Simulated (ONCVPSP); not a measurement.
# Pseudopotential generation for Tl: ONCV, PBE, fully relativistic.

- Element: Tl
- Generator: ONCVPSP 4.0.1
- Type: optimised norm-conserving Vanderbilt (ONCV)
- Functional: PBE
- Relativity: fully relativistic
- Frozen core: [Kr] 4d10 4f14 5s2
- Valence charge: 19
- Reference configuration: 5p6 5d10 6s1.5 (charge +1.5)
- Partial waves: 6s: rc 1.90 bohr, ncon 3, nbas 6, qcut 2.7 1/bohr, 1 projector; 5p: rc 1.40 bohr, ncon 4, nbas 8, qcut 9.3 1/bohr, 2 projectors, debl 2.7 Ha; 5d: rc 1.20 bohr, ncon 4, nbas 8, qcut 7 1/bohr, 2 projectors, debl 2.6 Ha; f scattering state at 0.4 Ha: rc 1.90 bohr, ncon 4, nbas 9, qcut 5.8 1/bohr, 2 projectors, debl 1.3 Ha
- Local potential: polynomial inside 1.05 bohr (lpopt 5, dvloc0 3 Ha)
- Core correction: none

Open shells are filled in proportion to 2j + 1.

In the p channel the program set the typed energies aside and used -3.056, 0.250 Ha (j = l + 1/2; the other j can differ).

All-electron outer shells of the reference configuration (PBE, scalar-relativistic, ld1.x):

| shell | level (eV) | outermost node (bohr) | outermost maximum (bohr) |
| --- | --- | --- | --- |
| 4f | -126.49 | – | 0.36 |
| 5p | -88.58 | 0.50 | 0.91 |
| 5d | -27.85 | 0.53 | 1.11 |
| 6s | -20.76 | 1.04 | 2.02 |

Task: Estimate the cutoffs (Ha) at which the residual kinetic energy of the hardest occupied pseudo-wave falls to 1 and 0.1 mHa per electron.

Result: 33 Ha and 57 Ha.

Task: Does the potential have ghost states?

Result: Ghosts flagged at negative energy: s at -290.2 eV; GHOST(+) flagged for s at 14.2 eV, f5/2 at 457.2 eV. A true bound ghost makes a file unfit for plane-wave use.

Task: Tests: 5p6 5d10 6s2 6p1; 5p6 5d10 6s2; 5p6 5d10 6s1; 5p6 5d9 6s2 6p1. Which has the largest error in its energy relative to the reference configuration, and how large is it?

Result: 5p6 5d9 6s2 6p1, with -8.0 meV (all-electron minus pseudo) on +6.67 eV.
